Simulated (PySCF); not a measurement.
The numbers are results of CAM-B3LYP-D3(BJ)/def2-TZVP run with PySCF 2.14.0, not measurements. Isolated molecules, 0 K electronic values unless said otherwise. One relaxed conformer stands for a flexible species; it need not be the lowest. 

Reference species (SMILES): `B/C(C)=C/C=C` (neutral, multiplicity 1).

```yaml
HOMO: -8.25 eV
LUMO: -1.19 eV
HOMO–LUMO gap: 7.06 eV
S1 oscillator strength: 0.824
```

After one change: the HOMO rises by 0.31 eV; the LUMO goes up by 0.36 eV; the HOMO–LUMO gap rises by 0.05 eV; the S1 oscillator strength decreases by 0.737.

Problem. Which change was made? The new species is one of these.
A) `BC(=C)/C=C/C`
B) `B/C=C(/C)C=C`
C) `B/C=C/C=C\C`
D) `B/C(C)=C\C=C`

Solution. A, `BC(=C)/C=C/C`
